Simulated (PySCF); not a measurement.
**Working out the ionisation energy of Sn⁺**

Sn⁺ [Kr] 4d10 5s2 5p1 (2P) → Sn²⁺ [Kr] 4d10 5s2 (1S). All numbers are calculated (PySCF 2.14, a scalar-relativistic core potential, in aug-cc-pwCVTZ-PP with ECP28MDF (8s7p6d4f1g, 96 functions)). Frozen: 4s2 4p6 4d10. Energies in hartree (1 hartree = 27.21139 eV):

| part | Sn⁺ (lower) | Sn²⁺ (upper) |
| --- | --- | --- |
| UHF | -213.088951 | -212.583342 |
| CCSD correlation | -0.044989 | -0.034788 |
| (T) | -0.000710 | 0.000000 |

**Question.** What does Hartree-Fock give?

**Answer.** (-212.583342) − (-213.088951) = 0.505609 hartree = 13.758 eV.

**Question.** What do CCSD and CCSD(T) give?

**Answer.** The CCSD correlation energies differ by 0.010201 hartree = 0.278 eV and the triples by 0.000710 hartree = 0.019 eV, so CCSD gives 14.036 eV and CCSD(T) 14.055 eV.

Measured between the centres of the two terms (NIST): 14.282 eV, so CCSD(T) (valence) is off by -0.227 eV.

What remains against the reference includes basis incompleteness, the frozen core and higher excitations.
